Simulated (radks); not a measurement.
Species: the iron ion Fe6+. Configuration: [Ar] 3d2. All-electron calculation, non-relativistic Kohn-Sham, PBE, spin-polarised, spherical densities, point nucleus; open shells are filled with parallel spins first. Program: a radial shooting solver on a logarithmic mesh with Libxc functionals.

Normalised radial functions P(r) = r R(r), r in bohr:

r         3p down   3d up
0.003079   0.0019  0.0000
0.003883   0.0030  0.0000
0.004897   0.0047  0.0000
0.006176   0.0074  0.0000
0.007788   0.0115  0.0001
0.009822   0.0178  0.0002
0.01239    0.0274  0.0003
0.01562    0.0418  0.0007
0.0197     0.0631  0.0013
0.02504    0.0952  0.0025
0.03158    0.1391  0.0048
0.03983    0.1990  0.0090
0.05023    0.2768  0.0166
0.06335    0.3718  0.0301
0.07989    0.4771  0.0533
0.1007     0.5769  0.0917
0.1271     0.6434  0.1525
0.1602     0.6372  0.2436
0.2021     0.5161  0.3714
0.2548     0.2524  0.5357
0.3214    -0.1423  0.7252
0.4053    -0.5982  0.9125
0.5111    -0.9964  1.0571
0.6446    -1.2081  1.1101
0.8129    -1.1618  1.0388
1.025     -0.8996  0.8503
1.293     -0.5543  0.5940
1.63      -0.2637  0.3430
2.056     -0.0914  0.1557
2.593     -0.0213  0.0516

3p down: eigenvalue -163.77 eV, 1 radial node at r = 0.298 bohr, <r> = 0.799 bohr, 90 % of the charge inside 1.21 bohr. 3d up: eigenvalue -112.20 eV, 0 radial nodes, <r> = 0.816 bohr, 90 % of the charge inside 1.31 bohr.
